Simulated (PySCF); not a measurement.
# How methods differ on the excitation energy of Cl²⁺

Cl²⁺ [Ne] 3s2 3p3 (4S) → Cl²⁺ [Ne] 3s1 3p4 (4P), as a difference of total energies. All numbers are calculated (PySCF 2.14, no relativity, point nucleus, in def2-QZVPPD (10s7p5d2f1g, 79 functions)). Correlated levels: valence: [Ne] frozen. The calculations carry no spin-orbit coupling.

| method | excitation energy (eV) |
| --- | --- |
| UHF | 12.823 |
| MP2 (valence) | 12.767 |
| SCS-MP2 (valence) | 12.758 |
| CCSD (valence) | 12.216 |
| CCSD(T) (valence) | 12.093 |

How much does correlation contribute at CCSD(T) (valence)?

12.093 − (12.823) = -0.730 eV, measured against UHF.

A first-order spin-orbit estimate (lowest level to lowest level, LS coupling) adds -0.046 eV.

The coupled-cluster amplitudes are large for the upper state (T1 above 0.03 or a double amplitude above 0.15), so a single reference is strained.
